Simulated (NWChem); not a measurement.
System: C₂H₄F₂OSi; SMILES FC(F)=CO[SiH3]

NWChem input:

```
start job
memory heap 200 mb stack 900 mb global 1100 mb
geometry units angstroms noautosym
  F      1.189126    -1.875530     0.082277
  C     -0.065270    -1.502316    -0.003580
  F     -0.881937    -2.531702     0.019157
  C     -0.489608    -0.239169    -0.109684
  O      0.381476     0.794209    -0.159473
  Si    -0.020824     2.422027     0.064521
  H     -1.568506    -0.055403    -0.185513
  H     -1.122147     2.835468    -0.932430
  H      1.271955     3.151350    -0.204948
  H     -0.522147     2.677418     1.499185
end
basis spherical
  * library def2-svp
end
dft
  xc pbe0
  grid fine
  iterations 150
end
driver
  maxiter 120
  tight
end
task dft optimize
task dft freq
```

Excerpt of the output:

```
             Northwest Computational Chemistry Package (NWChem) 7.3.0
             --------------------------------------------------------

                             Geometry "geometry" -> ""
                             -------------------------

 Output coordinates in angstroms (scale by  1.889725989 to convert to a.u.)

  No.       Tag          Charge          X              Y              Z
 ---- ---------------- ---------- -------------- -------------- --------------
    1 F                    9.0000     1.18457493    -1.85333152     0.08161404
    2 C                    6.0000    -0.06982107    -1.48011752    -0.00424296
    3 F                    9.0000    -0.88648807    -2.50950352     0.01849404
    4 C                    6.0000    -0.49415907    -0.21697052    -0.11034696
    5 O                    8.0000     0.37692493     0.81640748    -0.16013596
    6 Si                  14.0000    -0.02537507     2.44422548     0.06385804
    7 H                    1.0000    -1.57305707    -0.03320452    -0.18617596
    8 H                    1.0000    -1.12669807     2.85766648    -0.93309296
    9 H                    1.0000     1.26740393     3.17354848    -0.20561096
   10 H                    1.0000    -0.52669807     2.69961648     1.49852204

 Effective nuclear repulsion energy (a.u.)     289.6285354897

                                Z-matrix (autoz)
                                --------

 Units are Angstrom for bonds and degrees for angles

[...]

      ----------------------
      Optimization converged
      ----------------------

  Step       Energy      Delta E   Gmax     Grms     Xrms     Xmax
  ---- ---------------- -------- -------- -------- -------- --------
@   53    -642.15424604 -2.9D-10  0.00000  0.00000  0.00002  0.00004
                                     ok       ok       ok       ok

                                Z-matrix (autoz)
                                --------

 Units are Angstrom for bonds and degrees for angles

[...]

 Rotational Constants
 --------------------
 A=   0.278083 cm-1  (  0.400091 K)
 B=   0.042399 cm-1  (  0.061001 K)
 C=   0.038472 cm-1  (  0.055351 K)

 Temperature                      =   298.15K
 frequency scaling parameter      =   1.0000

 Zero-Point correction to Energy  =   36.091 kcal/mol  (  0.057515 au)
 Thermal correction to Energy     =   40.579 kcal/mol  (  0.064667 au)
 Thermal correction to Enthalpy   =   41.171 kcal/mol  (  0.065611 au)

 Total Entropy                    =   86.149 cal/mol-K
   - Translational                =   39.984 cal/mol-K (mol. weight = 109.9999)
   - Rotational                   =   27.654 cal/mol-K (symmetry #  =        1)
   - Vibrational                  =   18.511 cal/mol-K

 Cv (constant volume heat capacity) =   23.543 cal/mol-K
   - Translational                  =    2.979 cal/mol-K
   - Rotational                     =    2.979 cal/mol-K
   - Vibrational                    =   17.584 cal/mol-K

[normal modes left out]

 ----------------------------------------------------------------------------
 Normal Eigenvalue ||           Projected Infra Red Intensities
  Mode   [cm**-1]  || [atomic units] [(debye/angs)**2] [(KM/mol)] [arbitrary]
 ------ ---------- || -------------- ----------------- ---------- -----------
    1       -0.000 ||    0.000224           0.005         0.219       0.034
    2        0.000 ||    0.000693           0.016         0.676       0.104
    3        0.000 ||    0.000063           0.001         0.061       0.009
    4        0.000 ||    0.000209           0.005         0.203       0.031
    5        0.000 ||    0.000007           0.000         0.007       0.001
    6        0.000 ||    0.000298           0.007         0.290       0.045
    7       30.526 ||    0.001099           0.025         1.071       0.165
    8      102.725 ||    0.000333           0.008         0.325       0.050
    9      117.916 ||    0.000244           0.006         0.238       0.037
   10      238.770 ||    0.003339           0.077         3.255       0.501
   11      330.736 ||    0.002805           0.065         2.734       0.421
   12      466.828 ||    0.008419           0.194         8.207       1.264
   13      585.903 ||    0.000613           0.014         0.598       0.092
   14      601.549 ||    0.004133           0.095         4.029       0.621
   15      708.954 ||    0.057433           1.325        55.989       8.622
   16      733.087 ||    0.057504           1.327        56.058       8.633
   17      813.622 ||    0.031397           0.724        30.608       4.714
   18      853.120 ||    0.032980           0.761        32.151       4.951
   19      934.451 ||    0.088152           2.034        85.935      13.234
   20      948.341 ||    0.163651           3.776       159.535      24.569
   21      969.036 ||    0.202531           4.673       197.438      30.406
   22      981.096 ||    0.147280           3.398       143.576      22.111
   23     1253.320 ||    0.141841           3.272       138.273      21.294
   24     1326.365 ||    0.491505          11.339       479.143      73.789
   25     1421.009 ||    0.158255           3.651       154.274      23.758
   26     1874.295 ||    0.069495           1.603        67.748      10.433
   27     2233.333 ||    0.107779           2.487       105.068      16.181
   28     2241.972 ||    0.107756           2.486       105.046      16.177
   29     2291.219 ||    0.098216           2.266        95.746      14.745
   30     3200.068 ||    0.020040           0.462        19.536       3.009
 ----------------------------------------------------------------------------
```

Level: PBE0/def2-SVP.
